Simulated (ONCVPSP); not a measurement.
Cutoff test, lithium, ONCV

lithium (Li), optimised norm-conserving Vanderbilt (ONCV), made with ONCVPSP 4.0.1 (BLYP, scalar-relativistic). Core [He], reference 2s0.75 (charge +0.25). Waves: 2s: rc 2.46 bohr, ncon 5, nbas 10, qcut 2.6 1/bohr, 3 projectors, debl 1.9 Ha; p scattering state at 0.17 Ha: rc 1.85 bohr, ncon 4, nbas 8, qcut 4.7 1/bohr, 2 projectors, debl 2 Ha; d scattering state at 0.41 Ha: rc 2.30 bohr, ncon 4, nbas 9, qcut 3.9 1/bohr, 2 projectors, debl 0.5 Ha. Local part: polynomial inside 1.20 bohr (lpopt 2, dvloc0 2 Ha). Core correction: none.

For each optimised wave give the share of its norm inside rc, the residual kinetic energy above qcut (Ha) and the cutoffs (Ha) for errors of 10, 1, 0.1 and 0.01 mHa per electron.

| wave | norm inside rc | residual KE | 10 mHa | 1 mHa | 0.1 mHa | 0.01 mHa |
| --- | --- | --- | --- | --- | --- | --- |
| 2s | 0.231 | 2.0e-04 | 0.4 | 2.4 | 4.2 | 30.3 |
| s projector 2 | 0.185 | 6.1e-02 | 4.8 | 12.0 | 48.0 | 58.7 |
| s projector 3 | 0.197 | 2.0e-01 | 11.6 | 64.4 | 76.5 | 82.7 |
| p projector 1 | 0.125 | 2.2e-05 | 2.8 | 6.1 | 9.1 | 17.0 |
| p projector 2 | 0.154 | 2.2e-03 | 8.0 | 12.2 | 34.9 | 72.0 |
| d projector 1 | 0.151 | 1.4e-05 | 1.6 | 3.0 | 6.2 | 7.9 |
| d projector 2 | 0.199 | 5.7e-05 | 2.5 | 4.7 | 7.0 | 9.8 |

The occupied waves need 2.4 Ha and 4.2 Ha for 1 and 0.1 mHa. The cutoffs count occupied waves only; projector 3 of the s channel, the hardest unoccupied one, needs 64 Ha at the loose tolerance. 1 of 3 tests not solved or not reliable.
